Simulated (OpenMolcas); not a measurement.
# Se4+: effect of the IPEA shift

```
Program             : OpenMolcas 26.06
Basis               : ANO-RCC-VTZP [6s5p3d1f]
Scalar Hamiltonian  : DKH2, point nucleus
Active space        : 2 electrons in 4 orbitals (4s 4p)
State averaging     : 2S+1 = 3 even, 3 roots; 2S+1 = 1 even, 7 roots; 2S+1 = 3 odd, 3 roots; 2S+1 = 1 odd, 3 roots
Spin-orbit coupling : state interaction with AMFI integrals over the reference wave functions, term energies averaged over their components
```

Methods on the same reference wave functions:
A. CASSCF
B. MS-CASPT2, IPEA 0 Eh, imaginary shift 0.1 Eh (closed shells correlated: 3d)
C. MS-CASPT2, IPEA 0.25 Eh, imaginary shift 0.1 Eh (closed shells correlated: 3d)

Energies in cm⁻¹ above 4s² ¹S₀, the measured ground level; measured values from the list in Rauch et al., Astron. Astrophys. 606, A105 (2017).

| Level | A | B | C | Measured |
| --- | --- | --- | --- | --- |
| 4s² ¹S₀ | 0.0 | 0.0 | 0.0 | 0.0 |
| 4s 4p ³P°₀ | 86688 | 87080 | 87164 | 89749 |
| 4s 4p ³P°₁ | 88149 | 88528 | 88613 | 91350 |
| 4s 4p ³P°₂ | 91307 | 91700 | 91784 | 94960 |
| 4s 4p ¹P°₁ | 141314 | 133720 | 134263 | 131733 |
| 4p² ³P₀ | 210040 | 210126 | 210319 | 211794 |
| 4p² ³P₁ | 211907 | 212078 | 212268 | 214091 |
| 4p² ³P₂ [52 %] | 214564 | 213064 | 213914 |  |
| 4p² ¹D₂ [52 %] | 227820 | 217278 | 218540 |  |
| 4p² ¹S₀ | 256940 | 248543 | 248996 | 248787 |

Deviations, from unrounded energies. A percentage is the sum of absolute deviations over the sum of measured energies, with the sign that they share, or ± where signs differ.

```tsv
Against measurement	Levels	A	B	C
mean absolute deviation (cm-1)	7	4500	2100	2100
other configurations (%)	7	±2.9	±1.4	±1.3
```

B, C lie about equally close to measurement and A furthest from it. The largest miss of C in the table is 4s 4p ³P°₂, by -3200 cm-1. The ranking rests on the paired levels alone, and a cruder setting can come out closer through cancelling errors.

Between B and C the level of the table that moves most is 4p² ¹D₂ [52 %], by 1300 cm-1 (lowest in B, highest in C).

The lowest spin-free term lies below A's lowest term by 0.043 hartree in B, 0.042 hartree in C.

Over all roots computed the reference weight is 0.91 to 0.99 in B, 0.94 to 0.99 in C; the roots of lowest weight are the least certain, and an intruder state may touch them. The ¹D term of p² mixes with s d, which this space lacks. Some levels mix across a computed gap that differs much from the measured one, so their mixing is not that of the real levels (holds for C). Computed and measured levels are paired by configuration, term and J; levels that our copy of the source lacks, or whose pairing is in doubt (as where it misses far off the trend of its configuration), stay unpaired and out of the deviations. Only configurations of the active space appear.

A share in square brackets marks a mixed level and gives the weight of the term that names it, the lowest over the columns. ° marks odd parity.
